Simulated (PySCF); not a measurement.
H₄OSeSi, SMILES O[SiH2][SeH]. Atoms are numbered in the order given.

```xyz
7

Si    -1.1860     0.0144     0.3692
O     -1.4229     1.6234     0.7157
Se     0.9153    -0.4190    -0.3738
H     -1.4742    -0.7055     1.6311
H     -2.0447    -0.4740    -0.7457
H     -1.1552     2.2533     0.0377
H      1.5399    -0.0166     0.8911
```

Geometry optimised at ωB97X-D3(BJ)/def2-SVP. One conformer was computed; it need not be the lowest.

All values below come from KT2/pcSseg-1 run with PySCF.

GIAO shieldings, no solvent; atoms alike by connectivity are averaged. δ = σ(ref) − σ: ²⁹Si against TMS (σ = 361.9 ppm); ¹⁷O against H2O (σ = 330.4 ppm); ⁷⁷Se against Me2Se (σ = 1692.1 ppm); ¹H against TMS (σ = 31.47 ppm), references at their B3LYP-D3(BJ)/def2-TZVP geometries, non-relativistic.

Computed chemical shifts:
| nucleus | atoms | count | δ (ppm) |
|---|---|---|---|
| ²⁹Si | Si1 | 1 | -7.2 |
| ¹⁷O | O2 | 1 | 60.6 |
| ⁷⁷Se | Se3 | 1 | -337.0 |
| ¹H | H4, H5 | 2 | 5.94 |
| ¹H | H7 | 1 | 1.14 |
| ¹H | H6 | 1 | 1.09 |
